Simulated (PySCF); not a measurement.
Correlation energy of Ar (argon, neutral)

[Ar], closed-shell 1S. Computed with PySCF 2.14 in cc-pVTZ-DK (5s4p2d1f, 34 functions), with the spin-free X2C one-electron Hamiltonian (Gaussian nucleus). Frozen: [Ne]; 8 electrons correlated.

MP2 pair energies summed by pair of shells (mhartree):

```csv
pair,energy,share (%)
3p-3p,-150.89,73.2
3s-3p,-46.30,22.5
3s-3s,-8.92,4.3
```

Total MP2 correlation energy: -206.10 mhartree.

Same-spin part -51.95 and opposite-spin part -154.16 mhartree; SCS-MP2 scales them by 1/3 and 6/5 to -202.30 mhartree.

```tsv
level	correlation energy (mhartree)
CCSD	-223.58
(T)	-6.47
CCSD(T)	-230.05
```

Diagnostics: T1 = 0.0021, D1 = 0.0034, largest double amplitude 0.049.

Cost of the coupled-cluster step: 0.14 s of wall time on 1 thread of Neoverse-V1 (shared host), for 8 correlated electrons.

Iterations:

```
CC2 = 0
CCSD nocc = 4, nmo = 29
frozen orbitals [0, 1, 2, 3, 4]
max_cycle = 100
direct = 0
conv_tol = 1e-08
conv_tol_normt = 1e-06
diis_space = 8
diis_start_cycle = 0
Init t2, MP2 energy = -528.827525790014  E_corr(MP2) -0.206102494972822
Init E_corr(CCSD) = -0.206102494973965
cycle = 1  E_corr(CCSD) = -0.220181725062761  dE = -0.0140792301  norm(t1,t2) = 0.020718
cycle = 2  E_corr(CCSD) = -0.222855907003829  dE = -0.00267418194  norm(t1,t2) = 0.00518531
cycle = 3  E_corr(CCSD) = -0.223598868439558  dE = -0.000742961436  norm(t1,t2) = 0.00151144
cycle = 4  E_corr(CCSD) = -0.223579066635621  dE = 1.98018039e-05  norm(t1,t2) = 0.000136217
cycle = 5  E_corr(CCSD) = -0.223576141752513  dE = 2.92488311e-06  norm(t1,t2) = 1.40291e-05
cycle = 6  E_corr(CCSD) = -0.223576656473665  dE = -5.14721152e-07  norm(t1,t2) = 3.46319e-06
cycle = 7  E_corr(CCSD) = -0.223576664492913  dE = -8.01924846e-09  norm(t1,t2) = 7.10196e-07
CCSD converged
E(CCSD) = -528.8449999595338  E_corr = -0.2235766644929132
CCSD(T) correction = -0.0064700549350022
```
